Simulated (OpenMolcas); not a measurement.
Hf: CASPT2 settings compared

```json
{
  "Program": "OpenMolcas 26.06",
  "Basis": "ANO-RCC-VTZP [8s7p5d3f2g1h]",
  "Scalar Hamiltonian": "X2C, point nucleus",
  "Active space": "4 electrons in 6 orbitals (5d 6s)",
  "State averaging": "2S+1 = 5 even, 15 roots (10 in the spin-orbit step); 2S+1 = 3 even, 55 roots (35 in the spin-orbit step); 2S+1 = 1 even, 24 roots (14 in the spin-orbit step)",
  "Spin-orbit coupling": "state interaction with AMFI integrals over the reference wave functions, term energies averaged over their components"
}
```

Methods on the same reference wave functions:
A. CASSCF
B. SS-CASPT2, IPEA 0.5 Eh, sigma2 regulariser 0.2 Eh (closed shells correlated: 4f 5s 5p)
C. SS-CASPT2, IPEA 0.75 Eh, real shift 0.05 Eh (closed shells correlated: 5s 5p)
D. SS-CASPT2, IPEA 0.75 Eh, sigma1 regulariser 0.15 Eh (closed shells correlated: 4f 5s 5p)

Energies in cm⁻¹ above 5d² 6s² ³F₂, the measured ground level; measured values from NIST Handbook of Basic Atomic Spectroscopic Data.

```json
{"Level": "5d² 6s² ³F₂", "A": "0.0", "B": "0.0", "C": "0.0", "D": "0.0", "Measured": "0.0"}
{"Level": "5d² 6s² ³F₃", "A": "2236", "B": "2330", "C": "2330", "D": "2340", "Measured": "2357"}
{"Level": "5d² 6s² ³P₀", "A": "4283", "B": "4970", "C": "5370", "D": "5290", "Measured": "5522"}
{"Level": "5d² 6s² ³F₄", "A": "4343", "B": "4410", "C": "4410", "D": "4410", "Measured": "4568"}
{"Level": "5d² 6s² ³P₁", "A": "4795", "B": "5500", "C": "5900", "D": "5810", "Measured": "6573"}
{"Level": "5d³ 6s ⁵F₁", "A": "8069", "B": "12100", "C": "12540", "D": "12300", "Measured": ""}
{"Level": "5d³ 6s ⁵F₂", "A": "8764", "B": "12820", "C": "13250", "D": "13010", "Measured": ""}
{"Level": "5d³ 6s ⁵F₃", "A": "9720", "B": "13800", "C": "14230", "D": "13990", "Measured": ""}
{"Level": "5d² 6s² ¹G₄", "A": "10583", "B": "9930", "C": "9990", "D": "9850", "Measured": "10533"}
{"Level": "5d³ 6s ⁵F₄", "A": "10879", "B": "14960", "C": "15380", "D": "15150", "Measured": ""}
{"Level": "5d³ 6s ⁵F₅", "A": "12086", "B": "16130", "C": "16560", "D": "16330", "Measured": ""}
```

Deviations, from unrounded energies. A percentage is the sum of absolute deviations over the sum of measured energies, with the sign that they share, or ± where signs differ.

```
                        Against measurement  Levels      A     B     C     D
             mean absolute deviation (cm-1)       5    680   480   310   370
      fine structure of the ground term (%)       2   -5.0  -2.7  -2.6  -2.5
other terms of the ground configuration (%)       3  ±13.6  -9.8  -6.0  -7.4
```

C lies closest to measurement on these levels and A furthest from it. The largest miss of C in the table is 5d² 6s² ³P₁, by -670 cm-1. The ranking rests on the paired levels alone, and a cruder setting can come out closer through cancelling errors.

Among B to D the level of the table that moves most is 5d³ 6s ⁵F₁, by 440 cm-1 (lowest in B, highest in C). Moves below CASPT2's spread within the term are not significant.

The mean deviations of B to D differ by less than CASPT2's widest spread within a term (370 cm-1), so their order carries little weight.

From A to B the spin-free energies of the other terms of 5d² 6s² shown, above ³F, scale by factors of 0.90 to 1.23.

The lowest spin-free term lies below A's lowest term by 1.228 hartree in B, 0.265 hartree in C, 1.220 hartree in D.

Term energies are means over components that CASPT2 splits; among the terms shown or strongly mixed into the levels shown the widest spread is 370 cm-1 (5d² 6s² ¹G, D). Some high roots are left out of the spin-orbit mixing, which shifts the levels that they would mix with. A single d shell beside an s shell can misplace configurations of different d count against each other. Without dynamic correlation excited terms often stand tens of per cent too high (terms of higher spin than the ground term too low), and those without a measured partner can miss by more than the paired ones (holds for A). Some terms miss by over 15 % even with CASPT2, which points to a basis or an active space too small for the shells correlated (holds for B). Computed and measured levels are paired by configuration, term and J; levels that our copy of the source lacks, or whose pairing is in doubt (as where it misses far off the trend of its configuration), stay unpaired and out of the deviations. Levels of configurations outside the active space are missing. The table leaves out levels that lie high or whose names do not pair safely across all columns.
